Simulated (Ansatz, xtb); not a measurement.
**Relative energy of two isomers of C6H8N2**

Structure I: `[H]/N=C(\CC#N)C1CC1`, a singlet. Structure II: `N#C/C=C(/N)C1CC1`, a singlet. Both are isolated molecules in the gas phase, relaxed with PBE-D3(BJ)/def2-SVP; the shapes shown needn't be the lowest conformers.

I (Å):

```xyz
16

C    -0.9349   -1.1383    1.5326
C     0.0664   -0.6314    0.5957
C    -0.1801    0.8178    0.1422
C    -1.5502    1.1114   -0.3655
C    -1.6893    2.0519   -1.5594
C    -2.0920    2.5252   -0.2014
N    -1.7522   -1.5224    2.2786
N     0.7235    1.7273    0.1393
H     0.0584   -1.2861   -0.3047
H     1.0743   -0.7191    1.0513
H     1.6169    1.3723    0.5168
H    -2.2744    0.2865   -0.2844
H    -0.7387    2.4326   -1.9643
H    -2.4687    1.8146   -2.2997
H    -3.1614    2.6277    0.0374
H    -1.4122    3.2236    0.3107
```

II (Å):

```xyz
16

C     0.4023    2.8501   -1.8684
C     1.5467    2.7762   -1.0374
C     1.8232    1.7109   -0.2090
C     0.9570    0.4933   -0.1188
C     0.4315   -0.2100   -1.3416
C     1.5106   -0.8674   -0.5160
N    -0.5357    2.9383   -2.5763
N     2.8792    1.7161    0.6624
H     2.2236    3.6469   -1.0508
H     3.5696    2.4654    0.6237
H     3.1895    0.8259    1.0481
H     0.2976    0.4999    0.7678
H     0.7088    0.1965   -2.3250
H    -0.5924   -0.6091   -1.2942
H     1.2519   -1.7342    0.1113
H     2.5241   -0.9030   -0.9470
```

Quicker runs give these differences E(II) − E(I): GFN2-xTB −2.19 kcal/mol; HF/STO-3G +3.69 kcal/mol (at GFN2-xTB geometries); r2SCAN-D4/def2-SVP −7.47 kcal/mol (at GFN2-xTB geometries).

Q: Which of the two would you expect CCSD(T)/def2-SVP + ΔMP2/def2-TZVPP electronic energies to favour?

A: CCSD(T)/def2-SVP + ΔMP2/def2-TZVPP gives E(II) − E(I) = −1.44 kcal/mol, favouring structure II, but this leans on the basis-set step: CCSD(T) alone gives −0.59 kcal/mol.

Level by level:

| level | geometry | E(II) − E(I) (kcal/mol) | departure from the last row (kcal/mol) | job, with rough time for the two |
| --- | --- | --- | --- | --- |
| GFN2-xTB | GFN2-xTB | −2.19 | −0.76 | optimisation, 1.1 s |
| HF/STO-3G | GFN2-xTB | +3.69 | +5.13 | single point, 1.9 s |
| r2SCAN-D4/def2-SVP | GFN2-xTB | −7.47 | −6.03 | single point, 11 s |
| PBE-D3(BJ)/def2-SVP | PBE-D3(BJ)/def2-SVP | −6.78 | −5.34 | optimisation, 2.6 min |
| HF/def2-SVP | PBE-D3(BJ)/def2-SVP | −2.92 | −1.48 | part of the CCSD(T) run |
| MP2/def2-SVP | PBE-D3(BJ)/def2-SVP | −1.68 | −0.24 | part of the CCSD(T) run |
| CCSD(T)/def2-SVP | PBE-D3(BJ)/def2-SVP | −0.59 | +0.84 | single point |
| CCSD(T)/def2-SVP + ΔMP2/def2-TZVPP | PBE-D3(BJ)/def2-SVP | −1.44 |  | single point, 5.6 min |

As drawn, II has 1 C=C, 1 C–N, 1 N–H in place of 1 C=N, 1 C–C, 1 C–H.

HF/STO-3G puts the two in the other order. The largest departure from CCSD(T)/def2-SVP + ΔMP2/def2-TZVPP is that of r2SCAN-D4/def2-SVP, 6.03 kcal/mol. The last row adds to CCSD(T) the change of the MP2 difference between the two basis sets, here −0.84 kcal/mol.

With thermal terms from frequencies at re-optimised GFN2-xTB minima (ideal gas, soft modes damped towards free rotors, one conformer each, 298.15 K, 1 atm): on the last row, ΔE + ΔZPE = −1.72, ΔH = −1.54, ΔG = −1.56 kcal/mol.

The correlated steps freeze 8 core orbitals. Run with Ansatz 0.2.0, xtb 6.7.1; the last row on 2 threads of Intel(R) Xeon(R) Processor @ 2.50GHz (Skylake/Cascade Lake) on a shared host.
